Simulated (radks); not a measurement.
Results of a calculation; reference values are marked as such.
Task: Coherent X-ray form factor from a spherical all-electron density. Level of theory: scalar-relativistic Kohn-Sham, PBEsol, spin-polarised, spherical densities, point nucleus (a radial shooting solver on a logarithmic mesh with Libxc functionals).

| sin(theta)/lambda (1/angstrom) | f0 (electrons) |
|---|---|
| 0.05 | 23.705 |
| 0.1 | 22.868 |
| 0.15 | 21.614 |
| 0.2 | 20.099 |
| 0.25 | 18.471 |
| 0.3 | 16.844 |
| 0.4 | 13.881 |
| 0.5 | 11.513 |
| 0.6 | 9.762 |
| 0.8 | 7.655 |
| 1 | 6.544 |
| 1.25 | 5.582 |
| 1.5 | 4.707 |
| 2 | 3.184 |

The species is in the configuration that NIST lists as its ground one. Which atom or ion scatters so?

Result: The iron ion Fe2+, [Ar] 3d6. Extrapolating in s^2 from the first two rows gives f0(0) = 24.0, near the electron count 24; among species with that count, the fall with angle is slower the higher Z, and the table is that of Z = 26; from so few rows the species is fixed only to a neighbour or two.
